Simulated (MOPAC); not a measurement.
A run for MOPAC: PM7 on H2OSi (SMILES O=[SiH2]), a point of a bond scan (R = 2.279 Å).

```
PM7 1SCF PRECISE CHARGE=0 THREADS=1
H2OSi

O      1.70311967 1    -0.69108387 1    -0.11784233 1
Si    -0.40448259 1     0.16412904 1     0.02798698 1
H     -1.61806760 1    -0.53589800 1    -0.45149398 1
H     -0.72386075 1     1.48619463 1     0.61353677 1
```

Output:

```
*******************************************************************************
 **                                                                           **
 **                              MOPAC v23.2.5                                **
 **                                                                           **
 *******************************************************************************
 ** MOPAC's Digital Object Identifier: https://doi.org/10.5281/zenodo.6511958 **
 **                                                                           **
 ** Please cite the open-source release paper for use of this MOPAC version:  **
 ** J. E. Moussa and J. J. P. Stewart (2026)                                  **
 ** MOPAC: An open-source semiempirical molecular orbital program             **
 ** J. Open Source Softw., 11(119), 8025, https://doi.org/10.21105/joss.08025 **
 *******************************************************************************

                              PM7 CALCULATION RESULTS

 *******************************************************************************
 *  PM7        - The PM7 Hamiltonian to be used
 *
 *
 *
 *                 CHARGE ON SYSTEM = 0
 *
 *
 *
 *  PRECISE    - TIGHTER CRITERIA TO BE USED
 *  1SCF       - DO 1 SCF AND THEN STOP
 *  THREADS=1  - MULTI-THREADING NOT USED
 *  T=         - A TIME OF 172800.0 SECONDS REQUESTED
 *  DUMP=N     - RESTART FILE WRITTEN EVERY 7200.0 SECONDS REQUESTED
 *******************************************************************************
PM7 1SCF PRECISE CHARGE=0 THREADS=1
 H2OSi

   ATOM   CHEMICAL          X               Y               Z
  NUMBER   SYMBOL      (ANGSTROMS)     (ANGSTROMS)     (ANGSTROMS)

     1       O          1.70311967  *  -0.69108387  *  -0.11784233  *
     2      Si         -0.40448259  *   0.16412904  *   0.02798698  *
     3       H         -1.61806760  *  -0.53589800  *  -0.45149398  *
     4       H         -0.72386075  *   1.48619463  *   0.61353677  *



          CARTESIAN COORDINATES

    NO.       ATOM           X           Y           Z

     1         O          1.7031     -0.6911     -0.1178
     2        Si         -0.4045      0.1641      0.0280
     3         H         -1.6181     -0.5359     -0.4515
     4         H         -0.7239      1.4862      0.6135

 General Reference for PM7:
 "Optimization of Parameters for Semiempirical Methods VI: More Modifications to the
 NDDO Approximations and Re-optimization of Parameters", J. J. P. Stewart, J. Mol. Mod., 1:32, 19 (2013)
 https://link.springer.com/article/10.1007/s00894-012-1667-x

           Empirical Formula: H2 O Si  =     4 atoms



      MOLECULAR POINT GROUP   :   C2v


      RHF CALCULATION, NO. OF DOUBLY OCCUPIED LEVELS = 6


 -------------------------------------------------------------------------------
 PM7 1SCF PRECISE CHARGE=0 THREADS=1
 H2OSi



     1SCF WAS SPECIFIED, SO BFGS WAS NOT USED
     SCF FIELD WAS ACHIEVED


                              PM7 CALCULATION
                                                       MOPAC v23.2.5 Linux




          FINAL HEAT OF FORMATION =        116.96273 KCAL/MOL =     489.37205 KJ/MOL


          COSMO AREA              =         90.52 SQUARE ANGSTROMS
          COSMO VOLUME            =         75.82 CUBIC ANGSTROMS

          IONIZATION POTENTIAL    =          8.780591 EV
          HOMO LUMO ENERGIES (EV) =         -8.781 -2.239
          NO. OF FILLED LEVELS    =          6
          MOLECULAR WEIGHT        =         46.1007         POINT GROUP:  C2v

          MOLECULAR DIMENSIONS (Angstroms)

            Atom       Atom       Distance
            H     4    O     1     3.34151
            H     3    O     1     2.28267
            O     1   Si     2     0.00000


          SCF CALCULATIONS        =          1





   ATOM   CHEMICAL          X               Y               Z
  NUMBER   SYMBOL      (ANGSTROMS)     (ANGSTROMS)     (ANGSTROMS)

     1       O          1.70311967  *  -0.69108387  *  -0.11784233  *
     2      Si         -0.40448259  *   0.16412904  *   0.02798698  *
     3       H         -1.61806760  *  -0.53589800  *  -0.45149398  *
     4       H         -0.72386075  *   1.48619463  *   0.61353677  *

                             CARTESIAN COORDINATES

   1    O        1.703119670    -0.691083870    -0.117842330
   2   Si       -0.404482590     0.164129040     0.027986980
   3    H       -1.618067600    -0.535898000    -0.451493980
   4    H       -0.723860750     1.486194630     0.613536770


           Empirical Formula: H2 O Si  =     4 atoms



      MOLECULAR POINT GROUP   :   C2v


                  EIGENVALUES
 -22.78145 -18.31622 -13.96065 -10.89394  -8.87665  -8.78059  -2.23935  -0.25727
   1.50235   3.57093  20.32231  20.74925  20.75190  21.48175  21.65965


              NET ATOMIC CHARGES AND DIPOLE CONTRIBUTIONS

  ATOM NO.   TYPE          CHARGE      No. of ELECS.   s-Pop       p-Pop       d-Pop
    1          O          -0.521716        6.5217     1.98254     4.53918
    2         Si           0.408180        3.5918     1.11747     2.39526     0.07910
    3          H           0.056768        0.9432     0.94323
    4          H           0.056768        0.9432     0.94323
 DIPOLE           X         Y         Z       TOTAL
 POINT-CHG.    -5.699     2.313     0.394     6.163
 HYBRID        -0.186     0.076     0.013     0.202
 SUM           -5.886     2.388     0.407     6.365


          ATOMIC ORBITAL ELECTRON POPULATIONS

     Atom    s        px        py        pz      x^2-y^2     xz        z^2       yz        xy
    1  O   1.98254   0.96198   1.77135   1.80585
    2 Si   1.11747   1.13539   0.88752   0.37235   0.02557   0.01264   0.00683   0.00911   0.02494
    3  H   0.94323
    4  H   0.94323

 **********************
 *                    *
 * JOB ENDED NORMALLY *
 *                    *
 **********************




 == MOPAC DONE ==
```

The run finished.

Cost: around 0.03 core-seconds (rough).
